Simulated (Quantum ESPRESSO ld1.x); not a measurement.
Results of a calculation; reference values are marked as such.
Question: These are the eigenvalues of the occupied orbitals of an atom or ion with whole-number occupations (eV). Level of theory: Dirac Kohn-Sham, exchange-only B88, spin-unpolarised, spherical densities, point nucleus (ld1.x of Quantum ESPRESSO 7.5).

| orbital | eigenvalue |
|---|---|
| 1s1/2 | -67320.4 |
| 2s1/2 | -11586.6 |
| 2p1/2 | -11074.2 |
| 2p3/2 | -9803.44 |
| 3s1/2 | -2679.71 |
| 3p1/2 | -2452.17 |
| 3p3/2 | -2178.60 |
| 3d3/2 | -1794.75 |
| 3d5/2 | -1735.16 |
| 4s1/2 | -572.797 |
| 4p1/2 | -479.044 |
| 4p3/2 | -416.030 |
| 4d3/2 | -262.082 |
| 4d5/2 | -250.511 |
| 5s1/2 | -106.028 |
| 5p1/2 | -78.5300 |
| 5p3/2 | -69.4081 |
| 4f5/2 | -59.1690 |
| 4f7/2 | -57.1794 |
| 5d3/2 | -33.5217 |
| 5d5/2 | -32.6199 |
| 5f5/2 | -11.4105 |
| 5f7/2 | -11.3852 |

Which element is it, and in what charge state? The configuration may be excited. Open shells, if any, are shared by 2j + 1.

Answer: Z = 73, tantalum, charge +3: Ta3+ in [Xe] 4f14 5d1 5f1. The list shows which subshells hold electrons but not how many an open one holds; the 1s level, -2474 hartree, gives Z - s = 70.3 by -(Z - s)^2/2, which with screening and relativity narrows Z to a few neighbours, and the depths of the outer levels then fix element, charge and occupations together.
